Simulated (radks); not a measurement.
Initial-state core-level shifts of the samarium ion Sm+ when its valence configuration changes from [Xe] 4f6 6s1. Calculated with a radial shooting solver on a logarithmic mesh with Libxc functionals: Dirac Kohn-Sham, PBE, spin-unpolarised, spherical densities, finite nucleus; open shells fill j = l - 1/2 first; Fermi nuclear charge, rms radius 5.0819 fm. Shifts are changes of the shell-averaged eigenvalues in eV (positive: less bound); the change of the density at the nucleus, which sets a Mossbauer isomer shift, is in e/bohr^3, on a base of 5.332e+05.

valence                   2s       3p       3d       5p  density at nucleus
4f5 6s1 6p1          -10.267  -11.082  -11.012   -5.973              +36.12
4f5 5d1 6s1           -6.768   -7.649   -7.565   -2.782              +27.44
4f5 6s2               -9.231  -10.050   -9.979   -4.975              +66.14
4f4 5d1 6s2          -17.445  -19.402  -19.226   -7.915             +103.41
4f6 6p1               -1.052   -1.039   -1.040   -1.064              -25.74
4f6.5 6s0.5           +3.497   +3.788   +3.761   +2.131              -24.19
4f5.5 6s1 6p0.5       -4.859   -5.230   -5.198   -2.936              +16.56
4f4 5d1.5 6s1.5      -16.056  -18.044  -17.861   -6.738              +81.08
4f3 5d1.5 6s1.5 6p1  -29.083  -32.363  -32.073  -12.995             +134.01
